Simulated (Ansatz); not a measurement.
Program: Ansatz. Geometries: PBE0-D4/def2-TZVP. ΔE: electronic, gas phase. CCSD(T)/CBS is the MP2 limit (def2-TZVPP, def2-QZVPP) plus CCSD(T) − MP2 in def2-TZVPP, frozen cores. DFT in def2-TZVPP. B3LYP here is the variant with VWN-RPA as its local correlation; programs differ in this. One conformer a species, not always the lowest.

Consider the ligand exchange at the Si–C bond: `C[SiH2]CC=S` + `[BH2][AlH][OH]` → `[BH2][AlH][O][SiH2]C` + `CC=S`.

```tsv
species	B3LYP energy (Eh)
`C[SiH2]CC=S`	-806.92151
`[BH2][AlH][OH]`	-344.99205
`[BH2][AlH][O][SiH2]C`	-675.10688
`CC=S`	-476.85157
```

Problem. Work out ΔE.

Solution. ΔE = (-675.10688) + (-476.85157) − (-806.92151) − (-344.99205) = -0.04489 Eh = -117.9 kJ/mol. CCSD(T)/CBS gives -110.2 kJ/mol.

Largest T1 diagnostic among the species: 0.016.

From PBE to PBE0 (25 % exact exchange), in def2-TZVPP and without D4, ΔE moves by −6.7 kJ/mol. In def2-TZVPP, CCSD(T) changes the Hartree–Fock value by +29.6 kJ/mol (the triples alone add +4.9 kJ/mol) and MP2 by +33.0 kJ/mol.
